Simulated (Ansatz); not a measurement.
Compare A (`C[SiH](F)[SiH2]N`) with its isomer B (`N[SiH2]C(F)[SiH3]`).

Program: Ansatz. Geometries: PBE0-D4/def2-TZVP. ΔE: electronic, gas phase. CCSD(T)/CBS adds triple-zeta CCSD(T) − MP2 to the extrapolated MP2 energy (def2 sets, frozen cores). DFT in def2-TZVPP. B3LYP here is the variant with VWN-RPA as its local correlation; programs differ in this. One conformer a species, not always the lowest.

A:

```xyz
13

C    -0.273    1.844    0.626
Si    0.632    0.274    1.067
F     0.346   -0.065    2.617
Si   -0.060   -1.539   -0.256
N    -0.127   -0.968   -1.888
H    -1.354    1.726    0.728
H    -0.051    2.123   -0.408
H     0.045    2.667    1.271
H     2.099    0.499    0.943
H     0.931   -2.648   -0.229
H    -1.342   -2.092    0.286
H    -0.127   -1.637   -2.642
H    -0.719   -0.185   -2.115
```

B:

```xyz
13

N     1.500   -0.622   -1.393
Si    0.840    0.812   -0.733
C    -0.136    0.611    0.882
F     0.752    0.193    1.896
Si   -1.584   -0.604    0.810
H     0.912   -1.312   -1.833
H     2.309   -1.048   -0.971
H    -0.117    1.392   -1.713
H     1.965    1.739   -0.448
H    -0.526    1.597    1.172
H    -1.109   -1.947    0.390
H    -2.244   -0.713    2.136
H    -2.560   -0.097   -0.193
```

Problem. Which isomer does CCSD(T)/CBS put lower? Give the gap. (Best estimate.)

Solution. Ansatz gave: A, by 58.6 kcal/mol.

Problem. Give E(B) − E(A) in kcal/mol with B3LYP, ωB97M-V, PBE-D4, CCSD(T)/def2-TZVPP, MP2/def2-TZVPP, CCSD/def2-TZVPP, PBE0-D4. (Estimate.)

Solution. Computed: B3LYP 57.0, ωB97M-V 55.7, PBE-D4 56.2, CCSD(T)/def2-TZVPP 57.6, MP2/def2-TZVPP 59.5, CCSD/def2-TZVPP 58.0, PBE0-D4 57.7. None reverses the order clearly.

Largest T1 diagnostic: 0.012.

From PBE to PBE0 (25 % exact exchange), in def2-TZVPP and without D4, E(B) − E(A) moves by +1.4 kcal/mol.
